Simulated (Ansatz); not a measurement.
`NB(F)[SiH3]` + H–F → `NB(F)F` + SiH₄ at 500 K and 1 bar (cleavage of the B–Si bond).

Computed with Ansatz on PBE0-D4/def2-TZVP structures; ΔE is electronic, products minus reactants. CBS: MP2 limit from def2 TZ/QZ plus the TZ coupled-cluster correction, frozen cores. This one scheme is used for every species. Each species was taken in one conformer, which may not be the lowest.

| species | CCSD(T)/CBS energy (Eh) | H − E (kJ/mol) | S (J/(mol·K)) |
| --- | --- | --- | --- |
| `NB(F)[SiH3]` | -471.46894 | 195.0 | 375.5 |
| H–F | -100.39570 | 39.4 | 188.7 |
| `NB(F)F` | -280.46129 | 125.6 | 310.3 |
| SiH₄ | -291.46306 | 102.4 | 230.9 |

H − E and S are ideal-gas, rigid-rotor, harmonic terms from PBE0-D4/def2-TZVP, for one conformer and one mirror image of each species. 1 Eh = 2625.50 kJ/mol, R = 8.31446 J/(mol·K).

**Question.** By hand: ΔE, ΔH, ΔS and ΔG.

**Answer.** ΔE = (-280.46129) + (-291.46306) − (-471.46894) − (-100.39570) = -0.05971 Eh = -156.8 kJ/mol. Δ(H − E) = 125.6 + 102.4 − 195.0 − 39.4 = -6.4, so ΔH = -163.2 kJ/mol. ΔS = 310.3 + 230.9 − 375.5 − 188.7 = -23.0 J/(mol·K). ΔG = -163.2 − 500 × (-23.0)/1000 = -151.7 kJ/mol.

**Question.** By hand: the equilibrium constant, and the temperature at which ΔG would vanish if ΔH and ΔS stayed fixed.

**Answer.** log₁₀ K = −ΔG/(RT ln 10) = 15.8. ΔG = 0 at ΔH/ΔS = 7096 K, far beyond where these terms or the molecules hold.

ΔH outweighs TΔS. A doubt of 5 kJ/mol in ΔE shifts log₁₀ K by 0.5 here. Other conformers and mirror images would add mixing entropy, several J/(mol·K) or more a flexible species. These are equilibria of isolated gas molecules and say nothing of rates. Largest T1 diagnostic: 0.013 (customary marks: 0.02 for closed shells, 0.045 for open ones).
